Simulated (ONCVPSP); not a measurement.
## Logarithmic derivatives: molybdenum (Mo), ONCV

```json
{"Element": "Mo", "Generator": "ONCVPSP 4.0.1", "Type": "optimised norm-conserving Vanderbilt (ONCV)", "Functional": "PBE", "Relativity": "scalar-relativistic", "Frozen core": "[Ar] 3d10", "Valence charge": "14", "Reference configuration": "4s2 4p6 4d3 (charge +3)", "Partial waves": "4s: rc 1.90 bohr, ncon 3, nbas 6, qcut 5.4 1/bohr, 2 projectors, debl 3.8 Ha; 4p: rc 1.50 bohr, ncon 4, nbas 9, qcut 7.1 1/bohr, 3 projectors, debl 2.7 Ha; 4d: rc 1.45 bohr, ncon 4, nbas 8, qcut 6.7 1/bohr, 1 projector", "Local potential": "polynomial inside 1.15 bohr (lpopt 3, dvloc0 0 Ha)", "Core correction": "polynomial model core, fcfact 0.65"}
```

In the s channel the program set the typed energies aside and used -3.539, 0.050 Ha.

The phase is arctan(r·R′/R) of the radial function R(r), unwrapped; energies in Ha, scanned from -5 to 5 Ha. A pole is an energy at which the radial function vanishes at the test radius. The pseudo phase is shifted by a multiple of π to meet the all-electron one at the reference energy, and phase errors are pseudo minus all-electron; the curves can meet again beyond the range given. Levels narrower than the energy grid can be missing from the lists of poles.

| channel | radius (bohr) | reference energy (Ha) | poles, all-electron | poles, pseudo | unbroken range about the reference energy with phases within 0.05 rad | phase error 1 Ha above the reference energy (rad) |
| --- | --- | --- | --- | --- | --- | --- |
| s | 1.93 | -3.54 | -3.31, 3.35 | -3.31, 2.92 | below 3.2 | -0.001 |
| p | 1.53 | -2.57 | -1.14 | -1.14 | the whole range | -0.000 |
| d | 1.47 | -1.21 | 1.31 | 1.24 | below 3.5 | -0.002 |

Phases in the s channel:

```
E (Ha)  all-electron  pseudo
 -4.96         1.240   1.240
 -4.48         1.135   1.133
 -4.00         0.651   0.648
 -3.52        -1.384  -1.384
 -3.04        -1.684  -1.685
 -2.56        -1.801  -1.802
 -2.08        -1.906  -1.907
 -1.60        -2.050  -2.051
 -1.12        -2.316  -2.319
 -0.64        -2.921  -2.924
 -0.16        -3.766  -3.767
  0.32        -4.212  -4.212
  0.80        -4.410  -4.412
  1.28        -4.517  -4.520
  1.76        -4.585  -4.591
  2.24        -4.633  -4.644
  2.72        -4.671  -4.691
  3.20        -4.703  -4.747
  3.68        -4.732  -4.868
  4.16        -4.761  -7.341
  4.64        -4.791  -7.768
```
